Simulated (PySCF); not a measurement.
Isomers of C7H7N. Level of theory: PBE0-D3(BJ)/def2-SVP geometry optimisation, gas phase in PySCF 2.14.0. One conformer each; no zero-point energy, no entropy. No frequencies were run at this level. Point groups hold within 0.08 Å.

Question: Rank from lowest to highest electronic energy at this level (kcal/mol).
A. `[CH2:1]=[CH:2][C@@H:3]1[C@H:4]2[C@@H:5]([C:6]#[N:7])[C@@H:8]12` with C1–C2–C3–C4 33°
B. `[CH2:1]=[CH:2][C:3]1=[C:4]([CH2:5][C:6]#[N:7])[CH2:8]1` with C1–C2–C3–C4 180°, C3–C4–C5–C6 0°
C. `[CH2:1]=[CH:2]/[CH:3]=[CH:4]/[CH:5]=[CH:6]\[C:7]#[N:8]` with C1–C2–C3–C4 180°, C3–C4–C5–C6 180°
D. `[CH2:1]=[N:2][C:3]1=[CH:4][C@@H:5]2[C@@H:6]3[C@H:7]1[C@H:8]23` with C1–N2–C3–C4 180°
E. `[H]/[N:1]=[CH:2]\[c:3]1[cH:4][cH:5][cH:6][cH:7][cH:8]1` with N1–C2–C3–C4 0°

Answer: E (0.0), C (39.9), A (67.6), B (71.3), D (74.1).

As drawn, the lowest has an aromatic ring and an N–H bond, which the highest lacks; the highest has a three-membered ring and a C=C bond outside aromatic rings, which the lowest lacks.

```csv
SMILES,E (Eh),E rel (kcal/mol),dipole (D),point group,"A, B, C (MHz)"
[H]/N=C\c1ccccc1,-325.08433,0.0,2.86,Cs,"5213, 1552, 1196"
C=C/C=C/C=C\C#N,-325.02075,39.9,4.49,Cs,"6325, 791.5, 703.5"
C=C[C@@H]1[C@H]2[C@@H](C#N)[C@@H]12,-324.97656,67.6,4.48,Cs,"6696, 1192, 1087"
C=CC1=C(CC#N)C1,-324.97071,71.3,3.11,Cs,"3618, 1248, 939.0"
C=NC1=C[C@@H]2[C@@H]3[C@H]1[C@H]23,-324.96630,74.1,2.40,Cs,"5659, 1727, 1452"
```
